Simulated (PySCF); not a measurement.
Compound: C10H12.
Cartesian coordinates in Å at the PBE0-D3(BJ)/def2-SVP level; atoms count from 1:
```
atom  x, y, z in Å
C1    -2.4661    1.3264   -1.4203
C2    -1.8347    0.3030   -0.8234
C3    -2.5814   -0.9464   -0.4514
C4    -0.3820    0.3517   -0.5231
C5     0.2826    1.5736   -0.3325
C6     1.6448    1.6019   -0.0594
C7     2.3736    0.4177    0.0361
C8     1.7407   -0.8168   -0.1371
C9     2.5164   -2.1007   -0.0647
C10    0.3680   -0.8274   -0.4043
H11   -3.5401    1.2842   -1.6186
H12   -1.9368    2.2244   -1.7466
H13   -2.2581   -1.8045   -1.0635
H14   -3.6616   -0.8204   -0.6050
H15   -2.4050   -1.2205    0.6010
H16   -0.2818    2.5074   -0.3695
H17    2.1448    2.5611    0.0974
H18    3.4437    0.4510    0.2590
H19    1.8802   -2.9399    0.2523
H20    3.3584   -2.0242    0.6387
H21    2.9371   -2.3628   -1.0501
H22   -0.1249   -1.7935   -0.5357
```

The closed-shell ground state was solved at several levels (PySCF, density fitting, gas phase, non-relativistic).

```json
{"level": "CAM-B3LYP/def2-SVPD", "basis functions": "296", "HOMO (eV)": "-7.64", "LUMO (eV)": "0.16", "gap (eV)": "7.80", "dipole (D)": "0.66"}
{"level": "PBE0/pcSseg-1", "basis functions": "230", "HOMO (eV)": "-6.47", "LUMO (eV)": "-0.84", "gap (eV)": "5.63", "dipole (D)": "0.69"}
```

Task: What might KT2/pcSseg-1 (230 basis functions) give for the same quantities?

Result: HOMO -5.52 eV, LUMO -1.68 eV, gap 3.84 eV, dipole 0.70 D.

Task: Over all these levels, which gives the widest orbital gap and which the narrowest?

Result: CAM-B3LYP/def2-SVPD (range-separated hybrid) has the widest, 7.80 eV, and KT2/pcSseg-1 (GGA) the narrowest, 3.84 eV. Functional and basis both differ between the two, so the spread mixes both effects.

Task: How far do the dipole and the HOMO energy spread over the levels?

Result: The dipole runs from 0.66 to 0.70 D (mean 0.68 D) and the HOMO from -7.64 to -5.52 eV.

One conformer stands for the species.
